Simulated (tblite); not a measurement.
Compound: C5H6BCl3.
Geometry (GFN2-xTB, Å), atoms numbered from 1 in this order:
```
atom  x, y, z in Å
C1    -2.9918   -0.4512    0.0283
C2    -1.5979   -0.4559   -0.4874
C3    -0.5112   -0.2209    0.2633
Cl4   -0.7109    0.1139    1.9544
C5     0.8311   -0.2268   -0.2543
C6     1.9574    0.0058    0.4483
B7     3.3730   -0.0030   -0.1562
Cl8    3.6288   -0.3372   -1.8311
Cl9    4.7472    0.3251    0.8297
H10   -3.1325   -1.2672    0.7383
H11   -3.7096   -0.5615   -0.7782
H12   -3.1939    0.4745    0.5665
H13   -1.4483   -0.6688   -1.5358
H14    0.9022   -0.4399   -1.3135
H15    1.8520    0.2154    1.5059
```

Computed values, GFN2-xTB/tblite, gas phase, harmonic and unscaled. This tight-binding method is rough: wavenumbers can miss measured ones by several per cent, in bad cases by 10 to 20. One conformer, not necessarily the lowest. The optimisation stopped once no atom felt more than 0.01 eV/Å.

Lowest wavenumbers of the output (negative numbers stand for imaginary wavenumbers):
```
mode    cm-1
  1     -74.1
  2      28.3
  3      70.6
  4      75.1
  5     130.9
  6     154.9
  7     183.6
  8     234.9
```

Question: Is this structure a minimum?

Answer: No. 1 mode is imaginary beyond 20i (74i cm⁻¹), so at this level the point lies at or near a first-order saddle.

Question: Which atoms move in the imaginary mode?

Answer: 74i: H10 (methyl hydrogen) 38 %, H12 (methyl hydrogen) 32 %, H11 (methyl hydrogen) 28 %. These are shares of the mass-weighted motion.

Question: What is the remedy?

Answer: Step along that mode in both directions, optimise again with tighter thresholds and repeat the frequencies. The zero-point energy of this point (61.3 kcal/mol) counts the 38 real modes alone, and thermal corrections from it aren't those of a minimum.
